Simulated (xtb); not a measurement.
Zn(H)(SH) (H2SZn), SMILES [SH][ZnH]. All values are semi-empirical tight-binding results from xtb (GFN2-xTB unless named), good for trends rather than for accurate numbers. Coordinates come from a GFN2-xTB optimisation.

For metal compounds this method's bond lengths and energies can be far off.

Computed properties:
```
Item                                          Result
-------------------------------------  -------------
point group as xtb finds it                       Cs
orbital gap                                  4.34 eV
zero-point energy                       7.7 kcal/mol
G − E(el) at 298.15 K (modified RRHO)  -8.9 kcal/mol
```
